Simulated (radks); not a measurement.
Results of a calculation; reference values are marked as such.
Task: Radial electron density D(r) = 4 pi r^2 rho(r) of an atom or ion with 6 electrons. Code: a radial shooting solver on a logarithmic mesh with Libxc functionals. Model: scalar-relativistic Kohn-Sham, PBE, spin-polarised, spherical densities, finite nucleus; Fermi nuclear charge, rms radius of each element as measured or else 0.836 A^(1/3) + 0.57 fm.

```
   r/bohr * D(r) (the largest magnitude, 30.9, reaches the edge; | marks zero)
  0.00169 | *
 0.002081 |  *
 0.002562 |   *
 0.003179 |     *
 0.003914 |       *
 0.004819 |          *
 0.005981 |              *
 0.007364 |                   *
 0.009067 |                         *
  0.01125 |                                *
  0.01385 |                                       *
  0.01706 |                                            *
  0.02117 |                                               *
  0.02607 |                                               *
  0.03209 |                                           *
  0.03983 |                                     *
  0.04904 |                                *
  0.06038 |                                *
  0.07494 |                                       *
  0.09226 |                                                *
   0.1145 |                                                      *
    0.141 |                                                  *
   0.1736 |                                     *
   0.2154 |                      *
   0.2652 |           *
   0.3266 |     *
   0.4053 |  *
    0.499 |*
   0.6144 *
   0.7625 *
   0.9388 *
```

What is the nuclear charge?

Result: Z = 41. The innermost maximum, from 1s, lies near gamma/Z bohr with gamma = sqrt(1 - (Z/c)^2) = 0.954, here 0.0233 bohr (found: 0.0231), and its height grows with Z. The density is that of the niobium ion Nb35+ in 1s1 2s2 2p2 3d1; the configuration itself is not fixed sharply by these data, and Z only to a few units. D(r) has 2 maxima, at r = 0.0231, 0.117 bohr, and minima at 0.0549 bohr, inside which lie 1.09 electrons.
